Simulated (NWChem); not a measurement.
Species: SnH₃Cl; SMILES [Cl][SnH3]

def2 effective core potentials on Sn; no spin-orbit coupling.

### Question
Give the equilibrium geometry at PBE-D3(BJ)/def2-SVP with def2 effective core potentials on Sn (NWChem) as an XYZ file, with the point group.

### Answer
point group C3v; any orientation.
```
5

Sn     0.0000     0.0000    -0.5734
Cl     0.0000     0.0000     1.8042
H      1.6035     0.4008    -1.0587
H     -1.1488     1.1883    -1.0587
H     -0.4547    -1.5890    -1.0587
```
